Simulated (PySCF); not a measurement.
C3H6O. Atoms are numbered in the order given.

```xyz
10

C      1.0243    -0.9939     0.0000
C      0.0408    -0.0830     0.0000
C      0.2455     1.3943     0.0000
O     -1.2769    -0.3921     0.0000
H      0.8105    -2.0668     0.0000
H      2.0687    -0.6834     0.0000
H     -0.2339     1.8415    -0.8851
H      1.3115     1.6511     0.0000
H     -0.2339     1.8415     0.8851
H     -1.3711    -1.3516     0.0000
```
Charge 0, spin multiplicity 1.

Coordinates come from a PBE0-D3(BJ)/def2-SVP optimisation. The values are those of a single conformer.

Level of theory: PBE0-D3(BJ)/def2-SVP (PySCF).

Harmonic, unscaled wavenumbers; measured fundamentals usually lie a few per cent lower.

Q: Give all harmonic wavenumbers and intensities. (Estimate from the structure and the level; the computed values follow.)

A: 
```csv
mode,ν (cm⁻¹),IR (km/mol),Raman (Å⁴/amu),depolarisation,moving atoms (share of kinetic energy)
1,183,1.8,0.2,0.75,H 94 %
2,412,1.3,0.8,0.58,"C 41 %, H 40 %, O 18 %"
3,464,106.6,3.2,0.75,"H 89 %, C 8 %"
4,484,19.4,2.3,0.71,"H 37 %, C 35 %, O 28 %"
5,516,2.1,3.6,0.75,"H 53 %, C 41 %"
6,730,1.5,3.3,0.75,"H 82 %, C 11 %"
7,804,74.3,2.0,0.75,"H 70 %, C 30 %"
8,888,2.6,7.8,0.10,"C 57 %, H 30 %, O 13 %"
9,977,3.8,4.8,0.24,"H 65 %, C 27 %, O 8 %"
10,1018,21.4,1.3,0.74,"H 58 %, C 25 %, O 17 %"
11,1058,2.2,0.9,0.75,"H 61 %, C 39 %"
12,1214,156.3,9.2,0.67,"H 69 %, O 16 %, C 15 %"
13,1361,2.1,4.7,0.57,"H 73 %, C 24 %"
14,1408,55.0,16.4,0.62,"H 72 %, C 23 %"
15,1440,10.0,12.7,0.75,H 96 %
16,1448,19.5,9.6,0.62,"C 55 %, H 42 %"
17,1458,7.9,10.0,0.67,H 94 %
18,1758,168.7,20.8,0.14,"C 89 %, H 9 %"
19,3062,12.8,167.9,0.03,H 97 %
20,3143,6.5,96.5,0.75,"H 91 %, C 9 %"
21,3173,4.3,106.8,0.14,H 94 %
22,3195,6.3,55.1,0.75,"H 90 %, C 10 %"
23,3287,4.4,58.3,0.71,"H 90 %, C 10 %"
24,3869,42.4,80.8,0.27,H 94 %
```
